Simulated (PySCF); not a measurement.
The complex [MnF6]2- (charge -2) contains Mn(IV), shell d3. The structure is a model geometry with rigid ligands and bond lengths from ionic radii, not a minimum; coordination octahedral, point group Oh, metal–donor distances 1.83 Å.

Method (PySCF 2.14, density fitting): CASSCF(3,5) with orbitals averaged over all microstates of the shell, strongly contracted NEVPT2 on the averaged canonical orbitals; basis x2c-TZVPall on the metal, x2c-SVPall elsewhere; spin-free X2C; IEF-PCM water; spin-orbit coupling by state interaction with the mean-field operator over all roots.

CASSCF energies above the lowest CASSCF root:

```
state  CASSCF / cm⁻¹
 4A2g              0
 4T2g          20017
  2Eg          20883
 2T1g          21989
 4T1g          29832
 2T2g          30812
 2A1g          36947
 2T2g          39108
 2T1g          40829
  2Eg          43470
 4T1g          46630
 2T1g          46864
 2T2g          55582
 2A2g          58500
 2T1g          59634
 2T2g          62459
  2Eg          69062
 2T1g          70475
 2T2g          91428
  2Eg          91478
```

Question: How does dynamic correlation (SC-NEVPT2) move these states?

Answer: 
```json
{"state": "4A2g", "NEVPT2 / cm⁻¹": "0", "shift / cm⁻¹": "0"}
{"state": "4T2g", "NEVPT2 / cm⁻¹": "25963", "shift / cm⁻¹": "+5945"}
{"state": "2Eg", "NEVPT2 / cm⁻¹": "19368", "shift / cm⁻¹": "-1516"}
{"state": "2T1g", "NEVPT2 / cm⁻¹": "20396", "shift / cm⁻¹": "-1593"}
{"state": "4T1g", "NEVPT2 / cm⁻¹": "35192", "shift / cm⁻¹": "+5360"}
{"state": "2T2g", "NEVPT2 / cm⁻¹": "29366", "shift / cm⁻¹": "-1446"}
{"state": "2A1g", "NEVPT2 / cm⁻¹": "41491", "shift / cm⁻¹": "+4545"}
{"state": "2T2g", "NEVPT2 / cm⁻¹": "43316", "shift / cm⁻¹": "+4207"}
{"state": "2T1g", "NEVPT2 / cm⁻¹": "44917", "shift / cm⁻¹": "+4088"}
{"state": "2Eg", "NEVPT2 / cm⁻¹": "46685", "shift / cm⁻¹": "+3214"}
{"state": "4T1g", "NEVPT2 / cm⁻¹": "54420", "shift / cm⁻¹": "+7790"}
{"state": "2T1g", "NEVPT2 / cm⁻¹": "50224", "shift / cm⁻¹": "+3359"}
{"state": "2T2g", "NEVPT2 / cm⁻¹": "57301", "shift / cm⁻¹": "+1719"}
{"state": "2A2g", "NEVPT2 / cm⁻¹": "58277", "shift / cm⁻¹": "-224"}
{"state": "2T1g", "NEVPT2 / cm⁻¹": "68831", "shift / cm⁻¹": "+9197"}
{"state": "2T2g", "NEVPT2 / cm⁻¹": "67426", "shift / cm⁻¹": "+4967"}
{"state": "2Eg", "NEVPT2 / cm⁻¹": "72477", "shift / cm⁻¹": "+3415"}
{"state": "2T1g", "NEVPT2 / cm⁻¹": "75191", "shift / cm⁻¹": "+4717"}
{"state": "2T2g", "NEVPT2 / cm⁻¹": "90775", "shift / cm⁻¹": "-653"}
{"state": "2Eg", "NEVPT2 / cm⁻¹": "95487", "shift / cm⁻¹": "+4010"}
```

Charge-transfer states lie outside this active space and may come lower than some of these levels. NEVPT2 lifts 4T2g from 20017 to 25963 cm⁻¹; on the d shell alone it tends to overshoot states that fill the eg-type orbitals. An active orbital has only 0.74 squared overlap with the free ion's shell, so the metal shell alone is a small active space here. NEVPT2 on the d shell alone tends to put d–d bands too high for such charged or covalently bound ions.
